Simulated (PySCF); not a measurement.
## Distorted geometries of [Er(NO2)]2+

[Er(NO2)]2+ (singlet in the valence; each metal's 4f electrons, 11 of them, lie in its core potential, out of spins and levels). PySCF 2.14.0, RKS PBE, Er lcecp-1-SVP with ECP57, O def2-SVP, N def2-SVP; non-relativistic Hamiltonian with scalar-relativistic core potentials where named; density fitting; no spin-orbit coupling. Relaxed geometry:

```xyz
4

Er    0.0000    0.0000   -0.3053
O     1.0628    0.0000    1.5714
O    -1.0628    0.0000    1.5714
N     0.0000    0.0000    2.3139
```

**Question.** Order these distorted geometries by energy above the relaxed one, lowest first.
A.
```xyz
4

Er   -0.0127    0.0138   -0.2870
O     1.0872    0.0130    1.6027
O    -1.0638   -0.0203    1.5424
N    -0.0107   -0.0065    2.2934
```
B.
```xyz
4

Er   -0.0740   -0.0300   -0.2815
O     1.0071   -0.0393    1.4114
O    -0.9376    0.1294    1.5850
N     0.0045   -0.0600    2.4366
```
C.
```xyz
4

Er   -0.0559   -0.1068   -0.3128
O     1.0039   -0.0733    1.5685
O    -1.0540    0.0880    1.4714
N     0.1059    0.0921    2.4245
```

**Answer.** A (0.03 eV), C (0.59 eV), B (1.05 eV).

**Question.** Which forces (eV/Å) act in the one that lies 0.03 eV up?

**Answer.** 
```
Er   0.30  0.01 -0.33
O   -0.72  0.00 -0.28
O   -0.26 -0.01 -0.21
N    0.67  0.00  0.82
```
Forces carry noise of the integration grid, about 0.01 to 0.03 eV/Å.

An lcecp potential fixes the number of 4f electrons, so in runs with it no electron can move into or out of that shell.
